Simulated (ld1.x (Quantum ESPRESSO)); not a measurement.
What the settings do to the ultrasoft potential of Pm (Z = 61)

Base potential:

```
Element                 : Pm
Generator               : ld1.x (Quantum ESPRESSO) 7.5
Type                    : ultrasoft
Functional              : LDA (PZ)
Relativity              : scalar-relativistic
Frozen core             : [Kr] 4d10
Valence charge          : 15
Reference configuration : 4f4 5s2 5p6 5d1 6s2 6p0
Partial waves           : 5s (bound): rcut 2.10, rcutus 2.75 bohr; 6s (bound): rcut 2.10, rcutus 2.75 bohr; 5p (bound): rcut 2.15, rcutus 2.50 bohr; 6p (bound, empty): rcut 2.15, rcutus 2.50 bohr; 5d (bound): rcut 2.15, rcutus 2.90 bohr; 5d channel at 0.25 Ry: rcut 2.15, rcutus 2.90 bohr; 4f (bound): rcut 1.30, rcutus 1.75 bohr; 4f channel at -0.2 Ry: rcut 1.30, rcutus 1.75 bohr
Local potential         : all-electron potential smoothed inside 2.40 bohr (lloc = -1)
Core correction         : a·sin(br)/r model core inside 0.95 bohr
Augmentation charge     : built from norm-conserving waves at rcut, not smoothed further
```

All-electron outer shells of the reference configuration (LDA (PZ), scalar-relativistic, ld1.x):

```tsv
shell	level (eV)	outermost node (bohr)	outermost maximum (bohr)
4p	-243.02	0.31	0.58
4d	-129.20	0.29	0.60
5s	-45.34	0.70	1.27
5p	-25.43	0.75	1.44
4f	-7.69	–	0.62
6s	-4.08	1.70	3.50
5d	-2.98	0.85	2.07
6p	-1.40	2.03	4.72
```

Cutoffs, loose and tight: the cutoffs (Ry, on a coarse ladder) from which the occupation-weighted sum of valence levels, in a spherical-Bessel basis at the reference potential, stays within 10 and 1 mRy of its value at 400 Ry. They do not see the model core or the augmentation charge, which bear on the density cutoff. Test errors are all-electron minus pseudo excitation energies from the reference, over the configurations 4f5 5s2 5p6 5d0 6s2 6p0; 4f5 5s2 5p6 5d0 6s1 6p0; 4f5 5s2 5p6 5d0 6s0 6p0; 4f4 5s2 5p6 5d0 6s0 6p0; 4f5 5s2 5p6 5d0.5 6s1.5 6p0; 4f5 5s2 5p6 5d0 6s1 6p1; 4f5 5s2 5p6 5d1 6s1 6p0 (two spin-polarised tests are not counted in the largest error). A dash means not determined; rows that change the core or the reference have their own tests.

Cutoffs are not given where the Bessel-basis levels miss the radial ones by over 6 mRy, ghosts where they miss by over 20 mRy; a channel whose overlap is not positive is not tested.

A file whose overlap is not positive is unfit for use, and its test errors describe a broken file.

| change | outcome | bound ghosts | largest test error (meV) |
| --- | --- | --- | --- |
| base | generated, overlap not positive | not determined (overlap not positive) | test run stopped at test 1 of 9 (negative rho) |
| all radii but the core radius scaled by about 0.95 (s 2.60, p 2.36, d 2.74, f 1.66 bohr, rcut 1.98/2.04/2.04/1.22); local potential all-electron potential smoothed inside 2.28 bohr (lloc = -1) | generated, overlap not positive | not determined (overlap not positive) | test run stopped at test 1 of 9 (negative rho) |
| all radii but the core radius scaled by about 1.04 (s 2.86, p 2.60, d 3.02, f 1.82 bohr, rcut 2.18/2.24/2.24/1.36); local potential all-electron potential smoothed inside 2.50 bohr (lloc = -1) | failed: chargeps: negative rho | – | – |
| all radii but the core radius scaled by about 1.11 (s 3.04, p 2.76, d 3.20, f 1.94 bohr, rcut 2.32/2.38/2.38/1.44); local potential all-electron potential smoothed inside 2.64 bohr (lloc = -1) | generated, overlap not positive | not determined (overlap not positive) | test run stopped at test 1 of 9 (negative rho) |
| all radii but the core radius scaled by about 1.20 (s 3.30, p 3.00, d 3.48, f 2.10 bohr, rcut 2.52/2.58/2.58/1.56); local potential all-electron potential smoothed inside 2.88 bohr (lloc = -1) | failed: chargeps: negative rho | – | – |
| all radii but the core radius scaled by about 1.29 (s 3.56, p 3.22, d 3.74, f 2.26 bohr, rcut 2.72/2.78/2.78/1.68); local potential all-electron potential smoothed inside 3.10 bohr (lloc = -1) | failed: run_pseudo: Errors in PS-KS equation | – | – |
| all radii but the core radius scaled by about 1.38 (s 3.80, p 3.44, d 4.00, f 2.42 bohr, rcut 2.90/2.96/2.96/1.80); local potential all-electron potential smoothed inside 3.30 bohr (lloc = -1) | failed: run_pseudo: Errors in PS-KS equation | – | – |

(1) What comes out with this change to the base: all radii but the core radius scaled by about 0.84 (s 2.30, p 2.10, d 2.42, f 1.46 bohr, rcut 1.76/1.80/1.80/1.08); local potential all-electron potential smoothed inside 2.00 bohr (lloc = -1)?

(2) What comes out with this change to the base: all radii but the core radius scaled by about 0.77 (s 2.12, p 1.94, d 2.24, f 1.36 bohr, rcut 1.62/1.66/1.66/1.00); local potential all-electron potential smoothed inside 1.86 bohr (lloc = -1)?

Results:

(1) outcome: generated, misses its reference levels by 1.33 eV; bound ghosts: not determined; largest test error (meV): test run stopped at test 1 of 9 (negative rho).

(2) outcome: generated, misses its reference levels by 0.48 eV; bound ghosts: not determined; largest test error (meV): +1263.

Reading the sweep of the scale of all radii but the core radius (base = 1) (base included, trends over the rows without a ghost): The generation fails at 1.04, 1.2, 1.29, 1.38.
